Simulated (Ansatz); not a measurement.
Isolated molecules relaxed with PBE0-D4/def2-TZVP in Ansatz; ΔE leaves out vibrations. CCSD(T)/CBS is the MP2 limit (def2-TZVPP, def2-QZVPP) plus CCSD(T) − MP2 in def2-TZVPP, frozen cores. This one scheme is used for every species, atoms too. No spin–orbit coupling; open shells (•) take unrestricted orbitals. Spin–orbit coupling would lower the free atoms: a little for Al, C, Si. One conformer a species, not always the lowest.

Reaction (atomization): `C[SiH2][NH][AlH2]` → Al• + C• + 8 H• + N• + Si•

`C[SiH2][NH][AlH2]`:

Cartesian coordinates in Å:
```
C 1.357 0.662 -1.359
Si 0.839 0.061 0.332
N -0.650 -0.820 0.308
Al -2.199 -0.442 1.100
H 2.301 1.210 -1.300
H 1.501 -0.177 -2.046
H 0.602 1.325 -1.787
H 1.943 -0.778 0.885
H 0.626 1.218 1.245
H -0.621 -1.682 -0.223
H -3.391 -1.468 0.904
H -2.308 0.891 1.942
```

```
            species  CCSD(T)/CBS(def2) energy (Eh)
`C[SiH2][NH][AlH2]`                     -628.72397
                Al•                     -241.93820
                 C•                      -37.79194
                 H•                       -0.50000
                 N•                      -54.53257
                Si•                     -288.94402
```

Question: Work out ΔE.

Answer: ΔE = 8 × (-0.50000) + (-241.93820) + (-37.79194) + (-54.53257) + (-288.94402) − (-628.72397) = 1.51724 Eh = +41.29 eV.

Largest T1 diagnostic among the species: 0.018.

The D4 term adds +0.39 eV with B3LYP and +0.20 eV with PBE0; it sums over pairs of atoms, weighted by their polarisabilities, and B3LYP, whose exchange is more repulsive, gets the larger term. From PBE to PBE0 (25 % exact exchange), in def2-TZVPP and without D4, ΔE moves by −0.27 eV: exact exchange takes away binding that semilocal exchange gives to molecules. In def2-TZVPP, CCSD(T) changes the Hartree–Fock value by +9.41 eV (the triples alone add +0.42 eV) and MP2 by +9.49 eV; breaking electron pairs costs correlation energy, which Hartree–Fock lacks.

B3LYP here is the variant with VWN-RPA as its local correlation; programs differ in this.

For atomizations the MP2-based limit and the directly extrapolated one differ by several kJ/mol either way, and by 10 to 25 for some Ge, Se and Sn compounds, so smaller differences from it don't rank the levels.
